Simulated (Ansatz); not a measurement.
Relaxation of C2H5ClF2Si (11 atoms, charge 0, multiplicity 1), to a largest force component of 0.02 eV/Å in at most 40 steps.

Method: Ansatz, RKS BHLYP/STO-3G.

```xyz
11
Properties=species:S:1:pos:R:3
F -1.292 0.642 1.038
C -0.179 0.091 0.627
Si -0.623 -1.305 -0.528
C 0.827 1.145 0.007
F 0.159 1.719 -1.077
Cl 1.182 2.415 1.188
H 0.316 -0.317 1.534
H -1.356 -2.332 0.171
H -1.320 -0.846 -1.685
H 0.672 -1.957 -0.939
H 1.680 0.688 -0.317
```

Q: Where does it end, and by what steps?

A: The run converged. The force dipped under the threshold on the way, but the program's further checks kept it going. Limits of this set-up: minimal basis. After 10 steps the energy has fallen by 0.804 eV; F5 moved furthest, 0.26 Å.

```json
{"step": "0", "energy less start (eV)": "0.0000", "largest force component (eV/Å)": "5.479", "accepted": "yes"}
{"step": "1", "energy less start (eV)": "-0.7282", "largest force component (eV/Å)": "1.269", "accepted": "yes"}
{"step": "2", "energy less start (eV)": "-0.7910", "largest force component (eV/Å)": "0.668", "accepted": "yes"}
{"step": "3", "energy less start (eV)": "-0.7992", "largest force component (eV/Å)": "0.105", "accepted": "yes"}
{"step": "4", "energy less start (eV)": "-0.8009", "largest force component (eV/Å)": "0.046", "accepted": "yes"}
{"step": "5", "energy less start (eV)": "-0.8021", "largest force component (eV/Å)": "0.056", "accepted": "yes"}
{"step": "6", "energy less start (eV)": "-0.8036", "largest force component (eV/Å)": "0.061", "accepted": "yes"}
{"step": "7", "energy less start (eV)": "-0.8039", "largest force component (eV/Å)": "0.029", "accepted": "yes"}
{"step": "8", "energy less start (eV)": "-0.8041", "largest force component (eV/Å)": "0.009", "accepted": "yes"}
{"step": "9", "energy less start (eV)": "-0.8043", "largest force component (eV/Å)": "0.027", "accepted": "yes"}
{"step": "10", "energy less start (eV)": "-0.8044", "largest force component (eV/Å)": "0.019", "accepted": "yes"}
```

```xyz
11
Properties=species:S:1:pos:R:3
F -1.315 0.708 1.170
C -0.179 0.060 0.669
Si -0.617 -1.331 -0.560
C 0.788 1.106 -0.008
F 0.313 1.561 -1.216
Cl 1.022 2.550 1.141
H 0.397 -0.364 1.513
H -1.334 -2.349 0.145
H -1.417 -0.804 -1.623
H 0.606 -1.864 -1.080
H 1.802 0.669 -0.129
```

Whether the end is a true minimum wasn't checked by a vibrational analysis.

The run took 23 s on 1 thread of Intel(R) Xeon(R) Platinum 8488C (Sapphire Rapids), with other jobs on the host, peak memory 0.15 GiB.
